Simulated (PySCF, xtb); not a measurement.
C₂H₉BOSi, SMILES CB(C)O[SiH3].

GFN2-xTB (xtb) at its own geometry gives an orbital gap of 4.99 eV and a dipole moment of 0.25 D.

Geometry: r2SCAN-D4/def2-SVP. This is a generated structure with no PubChem entry under its InChIKey; it may be hypothetical. One conformer was computed; it need not be the lowest.

Problem. What does PBE0/def2-TZVP in PySCF give? (Estimate from the structure and the level; the computed values follow.)

Solution. gap 8.29 eV (levels -8.08 and 0.21 eV), dipole 0.68 D.
